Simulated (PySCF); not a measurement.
Xe: excitation energy

Xe [Xe] (1S) → Xe [Kr] 4d10 5s2 5p5 6s1 (3P), as a difference of total energies. All numbers are calculated (PySCF 2.14, scalar relativity by spin-free X2C-1e, in aug-cc-pVQZ-DK3). Correlated levels: valence: [Kr] 4d10 frozen. The calculations carry no spin-orbit coupling.

```csv
method,excitation energy (eV)
UHF,8.185
LDA,8.664
PBE,8.498
PBE0,8.653
r2SCAN,8.800
MN15,8.560
wB97X,8.969
M06-2X,8.640
MP2 (valence),8.741
SCS-MP2 (valence),8.785
```

Problem. How much does correlation contribute at MP2 (valence)?

Solution. 8.741 − (8.185) = 0.556 eV, measured against UHF.

A first-order spin-orbit estimate (lowest level to lowest level, LS coupling) adds -0.403 eV.

The promoted electron is Rydberg-like, and one or two diffuse shells describe it only roughly, which tends to raise the upper state.
